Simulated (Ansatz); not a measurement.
A calculation with Ansatz (development build ahead of 0.2.0).

```yaml
crystal:
  periodic: [false, false, false]
  atoms:
    - { symbol: Co, position_ang: [0.0, 0.0, 0.0] }
    - { symbol: P, position_ang: [0.0, 0.0, 2.1436] }
basis:
  gaussian: { orbitals: pcseg-2 }
magnetization:
  initial_magnetization: 4
hamiltonian:
  xc: { name: wB97X }
```

The input is written out in the form of the current development build from the run's settings.

The run gave:

```yaml
Converged: yes
Total_energy: -1724.09812 hartree
Spin_squared_of_the_determinant: 6.000
Stability_test: minimum among restricted orbitals
```

Caution: no unrestricted run beside it, a lower state can exist; other spin multiplicities were not run.
